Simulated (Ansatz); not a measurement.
Reaction (redistribution): `CBNBN` + `CN[SiH3]` → `CNBN` + `CBN[SiH3]`

Computed with Ansatz on PBE0-D4/def2-TZVP structures; ΔE is electronic, products minus reactants. CBS: MP2 limit from def2 TZ/QZ plus the TZ coupled-cluster correction, frozen cores. DFT in def2-TZVPP. B3LYP here is the variant with VWN-RPA as its local correlation; programs differ in this. HSE06 is defined as in plane-wave codes. One conformer a species, not always the lowest.

```json
{"level": "LDA (SPW92)", "ΔE (kcal/mol)": "-3.9", "difference from CCSD(T)/CBS": "-0.8"}
{"level": "PBE-D4", "ΔE (kcal/mol)": "-3.5", "difference from CCSD(T)/CBS": "-0.4"}
{"level": "revPBE-D4", "ΔE (kcal/mol)": "-3.3", "difference from CCSD(T)/CBS": "-0.2"}
{"level": "BLYP-D4", "ΔE (kcal/mol)": "-3.3", "difference from CCSD(T)/CBS": "-0.2"}
{"level": "r2SCAN-D4", "ΔE (kcal/mol)": "-3.4", "difference from CCSD(T)/CBS": "-0.3"}
{"level": "B97M-V", "ΔE (kcal/mol)": "-2.8", "difference from CCSD(T)/CBS": "0.3"}
{"level": "PBE0-D4", "ΔE (kcal/mol)": "-3.3", "difference from CCSD(T)/CBS": "-0.2"}
{"level": "r2SCANh-D4", "ΔE (kcal/mol)": "-3.3", "difference from CCSD(T)/CBS": "-0.2"}
{"level": "r2SCAN0-D4", "ΔE (kcal/mol)": "-3.3", "difference from CCSD(T)/CBS": "-0.2"}
{"level": "HSE06-D4", "ΔE (kcal/mol)": "-3.3", "difference from CCSD(T)/CBS": "-0.2"}
{"level": "BHLYP-D4", "ΔE (kcal/mol)": "-3.1", "difference from CCSD(T)/CBS": "0.0"}
{"level": "CAM-B3LYP-D4", "ΔE (kcal/mol)": "-3.3", "difference from CCSD(T)/CBS": "-0.2"}
{"level": "ωB97X-V", "ΔE (kcal/mol)": "-3.2", "difference from CCSD(T)/CBS": "-0.1"}
{"level": "ωB97M-V", "ΔE (kcal/mol)": "-3.2", "difference from CCSD(T)/CBS": "-0.1"}
{"level": "B2PLYP", "ΔE (kcal/mol)": "-3.1", "difference from CCSD(T)/CBS": "0.0"}
{"level": "PBE-QIDH", "ΔE (kcal/mol)": "-3.2", "difference from CCSD(T)/CBS": "-0.1"}
{"level": "PBE", "ΔE (kcal/mol)": "-3.3", "difference from CCSD(T)/CBS": "-0.2"}
{"level": "revPBE", "ΔE (kcal/mol)": "-3.1", "difference from CCSD(T)/CBS": "0.0"}
{"level": "BLYP", "ΔE (kcal/mol)": "-3.0", "difference from CCSD(T)/CBS": "0.1"}
{"level": "r2SCAN", "ΔE (kcal/mol)": "-3.3", "difference from CCSD(T)/CBS": "-0.2"}
{"level": "B3LYP", "ΔE (kcal/mol)": "-3.0", "difference from CCSD(T)/CBS": "0.1"}
{"level": "r2SCANh", "ΔE (kcal/mol)": "-3.3", "difference from CCSD(T)/CBS": "-0.2"}
{"level": "r2SCAN0", "ΔE (kcal/mol)": "-3.2", "difference from CCSD(T)/CBS": "-0.1"}
{"level": "HSE06", "ΔE (kcal/mol)": "-3.2", "difference from CCSD(T)/CBS": "-0.1"}
{"level": "BHLYP", "ΔE (kcal/mol)": "-2.8", "difference from CCSD(T)/CBS": "0.3"}
{"level": "CAM-B3LYP", "ΔE (kcal/mol)": "-3.1", "difference from CCSD(T)/CBS": "0.0"}
{"level": "LC-ωPBE", "ΔE (kcal/mol)": "-3.5", "difference from CCSD(T)/CBS": "-0.4"}
{"level": "RPA@PBE/def2-TZVPP", "ΔE (kcal/mol)": "-2.9", "difference from CCSD(T)/CBS": "0.2"}
{"level": "HF/def2-SVP", "ΔE (kcal/mol)": "-2.4", "difference from CCSD(T)/CBS": "0.7"}
{"level": "MP2/def2-SVP", "ΔE (kcal/mol)": "-3.1", "difference from CCSD(T)/CBS": "0.0"}
{"level": "CCSD/def2-SVP", "ΔE (kcal/mol)": "-3.0", "difference from CCSD(T)/CBS": "0.1"}
{"level": "HF/def2-TZVPP", "ΔE (kcal/mol)": "-2.3", "difference from CCSD(T)/CBS": "0.8"}
{"level": "MP2/def2-TZVPP", "ΔE (kcal/mol)": "-3.2", "difference from CCSD(T)/CBS": "-0.1"}
{"level": "SCS-MP2/def2-TZVPP", "ΔE (kcal/mol)": "-3.1", "difference from CCSD(T)/CBS": "0.0"}
{"level": "CCSD/def2-TZVPP", "ΔE (kcal/mol)": "-3.0", "difference from CCSD(T)/CBS": "0.1"}
{"level": "CCSD(T)/def2-TZVPP", "ΔE (kcal/mol)": "-3.1", "difference from CCSD(T)/CBS": "0.0"}
{"level": "HF/def2-QZVPP", "ΔE (kcal/mol)": "-2.2", "difference from CCSD(T)/CBS": "0.9"}
{"level": "MP2/def2-QZVPP", "ΔE (kcal/mol)": "-3.2", "difference from CCSD(T)/CBS": "-0.1"}
{"level": "SCS-MP2/def2-QZVPP", "ΔE (kcal/mol)": "-3.0", "difference from CCSD(T)/CBS": "0.1"}
{"level": "CCSD/CBS(def2)", "ΔE (kcal/mol)": "-3.0", "difference from CCSD(T)/CBS": "0.1"}
{"level": "CCSD(T)/CBS", "ΔE (kcal/mol)": "-3.1", "difference from CCSD(T)/CBS": "0"}
```

Largest T1 diagnostic among the species: 0.012.

Leaving LDA and LC-ωPBE aside and taking each functional with its dispersion term where it has one, the values spread over 0.7 kcal/mol, from PBE-D4 to B97M-V. In def2-TZVPP, CCSD(T) changes the Hartree–Fock value by −0.8 kcal/mol (the triples alone add −0.1 kcal/mol) and MP2 by −0.9 kcal/mol.
